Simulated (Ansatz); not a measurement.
`O/C=C(/O)[CH2][AlH2]` → Al• + 3 C• + 7 H• + 2 O•  (atomization)

Computed with Ansatz on PBE0-D4/def2-TZVP structures; ΔE is electronic, products minus reactants. CCSD(T)/CBS is the MP2 limit (def2-TZVPP, def2-QZVPP) plus CCSD(T) − MP2 in def2-TZVPP, frozen cores. This one scheme is used for every species, atoms too. DFT in def2-TZVPP. B3LYP here is the variant with VWN-RPA as its local correlation; programs differ in this. HSE06 is defined as in plane-wave codes. Open shells (•) are unrestricted, without spin–orbit coupling. Spin–orbit coupling would lower the free atoms: a little for Al, C, O. One conformer a species, not always the lowest.

`O/C=C(/O)[CH2][AlH2]`:

Z-matrix (Å, degrees):
```
Al
C 1 2.039
C 1 2.388 2 67.2
C 1 2.207 2 39.8 3 27.1
H 1 1.587 2 114.5 3 108.3
H 1 1.586 2 119.1 3 -85.6
H 2 1.087 1 108.2 3 84.1
H 2 1.086 1 124.7 3 -138.8
O 3 1.381 1 96.4 2 -86.4
H 3 1.086 1 126.8 2 140.8
O 4 1.347 1 114.9 2 113.2
H 9 0.961 3 109.5 1 -69.4
H 11 0.963 4 109.2 1 -69.4
```

Question: What is ΔE at CCSD(T)/CBS? (Estimate.)

Answer: Ansatz gave: +4880.1 kJ/mol.

Question: What do these levels give: HSE06-D4, ωB97M-V, r2SCAN, B3LYP, HF/def2-SVP, CCSD/def2-TZVPP? (An estimate is asked.)

Answer: Ansatz gave: HSE06-D4 4905.6, ωB97M-V 4901.1, r2SCAN 4909.1, B3LYP 4821.8, HF/def2-SVP 3478.3, CCSD/def2-TZVPP 4660.3 kJ/mol.

Question: What do rigid-rotor, harmonic-oscillator terms from PBE0-D4/def2-TZVP frequencies (298.15 K, 1 bar) make of the CCSD(T)/CBS value? (Best estimate.)

Answer: The calculation gave: ΔZPE = -244.2 kJ/mol, ΔH = +4693.4 kJ/mol, ΔS = 1414 J/(mol·K), ΔG = +4271.8 kJ/mol. Open shells count their whole term as degenerate.

Largest T1 diagnostic among the species: 0.018.

In def2-TZVPP, CCSD(T) changes the Hartree–Fock value by +1323.4 kJ/mol (the triples alone add +88.6 kJ/mol) and MP2 by +1430.4 kJ/mol; breaking electron pairs costs correlation energy, which Hartree–Fock lacks. From r2SCAN to r2SCAN0 (25 % exact exchange), in def2-TZVPP and without D4, ΔE moves by −100.2 kJ/mol: exact exchange takes away binding that semilocal exchange gives to molecules. At CCSD(T), def2-SVP lies −251.3 kJ/mol from the extrapolated value and def2-TZVPP −131.2 kJ/mol: correlation converges slowly with the basis, and small sets miss more of it in the bonded molecule than in its fragments.

For atomizations the MP2-based limit and the directly extrapolated one differ by several kJ/mol either way, and by 10 to 25 for some Ge, Se and Sn compounds, so smaller differences from it don't rank the levels.
